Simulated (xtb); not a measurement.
xtb input (GFN1-xTB):

```bash
xtb mol.xyz --gfn 1 --sp --chrg 0 --uhf 0
```
mol.xyz:
```
13

Si     2.05537994     0.04510173     0.01088315
C      0.20884959    -0.03776985     0.02708787
C     -0.61194291    -0.99651642     0.59985313
C     -1.96004022    -0.63841935     0.35488650
C     -1.94247726     0.53413303    -0.36410752
N     -0.63712315     0.88657627    -0.55583640
H      2.55357374     1.28480501     0.65925655
H      2.59170933     0.03750225    -1.37394261
H      2.56570054    -1.13363385     0.74357159
H     -0.26627474    -1.86370464     1.13832892
H     -2.84092471    -1.17392521     0.66687998
H     -2.74763653     1.13664003    -0.74882826
H     -0.33793986     1.70629390    -1.05309537
```

End of the output:

```
         :::::::::::::::::::::::::::::::::::::::::::::::::::::
         ::                     SUMMARY                     ::
         :::::::::::::::::::::::::::::::::::::::::::::::::::::
         :: total energy             -17.273015950706 Eh    ::
         :: gradient norm              0.031700373046 Eh/a0 ::
         :: HOMO-LUMO gap              4.212223309038 eV    ::
         ::.................................................::
         :: SCC energy               -17.512963729551 Eh    ::
         :: -> electrostatic           0.010865861274 Eh    ::
         :: repulsion energy           0.245097078994 Eh    ::
         :: dispersion energy         -0.005149300149 Eh    ::
         :: halogen bond corr.         0.000000000000 Eh    ::
         :: add. restraining           0.000000000000 Eh    ::
         :: total charge               0.000000000000 e     ::
         :::::::::::::::::::::::::::::::::::::::::::::::::::::

           -------------------------------------------------
          |                Property Printout                |
           -------------------------------------------------

    * Orbital Energies and Occupations

         #    Occupation            Energy/Eh            Energy/eV
      -------------------------------------------------------------
         1        2.0000           -0.7964503             -21.6725
       ...           ...                  ...                  ...
         4        2.0000           -0.6214459             -16.9104
         5        2.0000           -0.6004403             -16.3388
         6        2.0000           -0.5937144             -16.1558
         7        2.0000           -0.5620286             -15.2936
         8        2.0000           -0.5286997             -14.3867
         9        2.0000           -0.5174994             -14.0819
        10        2.0000           -0.5040786             -13.7167
        11        2.0000           -0.4926698             -13.4062
        12        2.0000           -0.4677459             -12.7280
        13        2.0000           -0.4665264             -12.6948
        14        2.0000           -0.4504706             -12.2579
        15        2.0000           -0.4238326             -11.5331
        16        2.0000           -0.4085829             -11.1181 (HOMO)
        17                         -0.2537866              -6.9059 (LUMO)
Note: The following floating-point exceptions are signalling: IEEE_DENORMAL
normal termination of xtb
        18                         -0.1926219              -5.2415
        19                         -0.1919350              -5.2228
        20                         -0.1755217              -4.7762
        21                         -0.1588097              -4.3214
        22                         -0.1183609              -3.2208
        23                         -0.1016674              -2.7665
        24                         -0.0901058              -2.4519
        25                         -0.0814288              -2.2158
        26                         -0.0640754              -1.7436
        27                         -0.0585358              -1.5928
       ...                                ...                  ...
        43                          1.2940176              35.2120
      -------------------------------------------------------------
                  HL-Gap            0.1547964 Eh            4.2122 eV
             Fermi-level           -0.3311848 Eh           -9.0120 eV

  Mulliken/CM5 charges         n(s)   n(p)   n(d)
     1Si    0.21142 -0.06985   1.303  1.945  0.540
     2C    -0.00436  0.09153   1.066  2.938  0.000
     3C    -0.04725 -0.08875   1.056  2.991  0.000
     4C    -0.08358 -0.13010   1.048  3.036  0.000
     5C     0.06838  0.08212   1.018  2.914  0.000
     6N    -0.23334 -0.59048   1.425  3.808  0.000
     7H    -0.07677  0.00401   1.077  0.000  0.000
     8H    -0.07677  0.00401   1.077  0.000  0.000
     9H    -0.07069  0.01137   1.071  0.000  0.000
    10H     0.02965  0.08692   0.970  0.000  0.000
    11H     0.02921  0.08541   0.971  0.000  0.000
    12H     0.02766  0.09166   0.972  0.000  0.000
    13H     0.22642  0.42217   0.774  0.000  0.000

Wiberg/Mayer (AO) data.
largest (>0.10) Wiberg bond orders for each atom

 ---------------------------------------------------------------------------
     #   Z sym  total        # sym  WBO       # sym  WBO       # sym  WBO
 ---------------------------------------------------------------------------
     1  14 Si   4.126 --     2 C    1.107     9 H    0.936     8 H    0.933
                             7 H    0.933     3 C    0.101
     2   6 C    3.887 --     3 C    1.444     6 N    1.126     1 Si   1.107
                             5 C    0.114
     3   6 C    3.992 --     2 C    1.444     4 C    1.357    10 H    0.975
                             1 Si   0.101
     4   6 C    3.984 --     5 C    1.534     3 C    1.357    11 H    0.978
     5   6 C    3.936 --     4 C    1.534     6 N    1.235    12 H    0.976
                             2 C    0.114
     6   7 N    3.491 --     5 C    1.235     2 C    1.126    13 H    0.915
     7   1 H    0.990 --     1 Si   0.933
     8   1 H    0.990 --     1 Si   0.933
     9   1 H    0.989 --     1 Si   0.936
    10   1 H    1.000 --     3 C    0.975
    11   1 H    1.000 --     4 C    0.978
    12   1 H    0.999 --     5 C    0.976
    13   1 H    0.953 --     6 N    0.915
 ---------------------------------------------------------------------------

Topologies differ in total number of bonds
Writing topology from bond orders to xtbtopo.mol

 dipole moment from electron density (au)
     X       Y       Z
  -0.4337   0.7543  -0.4709  total (Debye):    2.515

           -------------------------------------------------
          | TOTAL ENERGY              -17.273015950706 Eh   |
          | GRADIENT NORM               0.031700373046 Eh/α |
          | HOMO-LUMO GAP               4.212223309038 eV   |
           -------------------------------------------------

------------------------------------------------------------------------
------------------------------------------------------------------------
 total:
 SCF:
```
